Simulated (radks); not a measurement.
The numbers below are computed, except where a source is named.
Problem. Species: Os III. Configuration: [Xe] 4f10 5d10 (not the ground configuration). Code: a radial shooting solver on a logarithmic mesh with Libxc functionals. Model: scalar-relativistic Kohn-Sham, PBEsol, spin-polarised, spherical densities, finite nucleus; open shells are filled with parallel spins first (spin-orbit coupling, left out, can overturn this in heavy ions); Fermi nuclear charge, rms radius 5.4126 fm. Some entries of the table are withheld. Estimate them.

| orbital | occ. | eigenvalue (eV) | <r^2> (bohr^2) |
|---|---|---|---|
| 1s up | 1 | -73883.38 | 0.0004338 |
| 1s down | 1 | -73883.38 | 0.0004338 |
| 2s up | 1 | -12925.98 | 0.006649 |
| 2s down | 1 | -12925.84 | 0.006649 |
| 2p up | 3 | -11268.24 | 0.005537 |
| 2p down | 3 | -11268.13 | 0.005536 |
| 3s up | 1 | -3069.199 | 0.04306 |
| 3s down | 1 | -3066.123 | 0.04301 |
| 3p up | 3 | -2582.268 | 0.04394 |
| 3p down | 3 | -2579.165 | 0.04389 |
| 3d up | 5 | -2036.254 | 0.03644 |
| 3d down | 5 | -2033.862 | 0.03637 |
| 4s up | 1 | -700.9324 | 0.2067 |
| 4s down | 1 | -695.7268 | 0.2069 |
| 4p up | 3 | -539.1047 | 0.2335 |
| 4p down | 3 | -534.0919 | 0.2340 |
| 4d up | 5 | -338.4008 | 0.2630 |
| 4d down | 5 | -333.5285 | 0.2641 |
| 5s up | 1 | (1) | 1.019 |
| 5s down | 1 | (2) | 1.030 |
| 4f up | 7 | -115.4055 | 0.3103 |
| 4f down | 3 | -110.4846 | 0.3155 |
| 5p up | 3 | -81.1757 | 1.334 |
| 5p down | 3 | -80.0191 | 1.352 |
| 5d up | 5 | -28.9520 | 2.523 |
| 5d down | 5 | -28.4530 | 2.579 |

Solution. 
(1) 5s up eigenvalue (eV): -126.4270
(2) 5s down eigenvalue (eV): -124.7563
